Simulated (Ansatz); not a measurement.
Reaction (ligand exchange at the Si–C bond): `C[Si](N)(N)Cl` + HBr → `N[Si](N)(Cl)Br` + CH₄

Program: Ansatz. Geometries: PBE0-D4/def2-TZVP. ΔE: electronic, gas phase. CCSD(T)/CBS adds triple-zeta CCSD(T) − MP2 to the extrapolated MP2 energy (def2 sets, frozen cores). This one scheme is used for every species. DFT in def2-TZVPP. B3LYP here is the variant with VWN-RPA as its local correlation; programs differ in this. For Br outer-core shells are correlated without core-valence functions, which leaves a few kJ/mol of doubt a bond. Scalar relativity is left out up to krypton. Each species was taken in one conformer, which may not be the lowest.

| level | ΔE (kJ/mol) |
| --- | --- |
| BHLYP-D4 | -105.2 |
| revPBE | -100.8 |
| B3LYP | -99.6 |
| SCS-MP2/def2-TZVPP | -101.4 |

Problem. What does CCSD(T)/CBS give? (An estimate is asked.)

Solution. Ansatz gave: -101.7 kJ/mol. The listed levels differ from it by -3.5, 0.9, 2.1, 0.3 kJ/mol.

Problem. What do rigid-rotor, harmonic-oscillator terms from PBE0-D4/def2-TZVP frequencies (298.15 K, 1 bar) make of the CCSD(T)/CBS value? (Estimate.)

Solution. Ansatz gave: ΔZPE = +9.1 kJ/mol, ΔH = -92.9 kJ/mol, ΔS = -9 J/(mol·K), ΔG = -90.3 kJ/mol.

Largest T1 diagnostic among the species: 0.009.

At CCSD(T), def2-SVP lies +4.8 kJ/mol from the extrapolated value and def2-TZVPP +5.3 kJ/mol. Leaving LDA and LC-ωPBE aside and taking each functional with its dispersion term where it has one, the values, not all of them listed here, spread over 7.0 kJ/mol, from BHLYP-D4 to CAM-B3LYP-D4. LDA lies +4.8 kJ/mol from PBE without D4.

CCSD(T)/CBS has its own doubt, a few kJ/mol and more with outer-core shells, so smaller differences from it don't rank the levels.
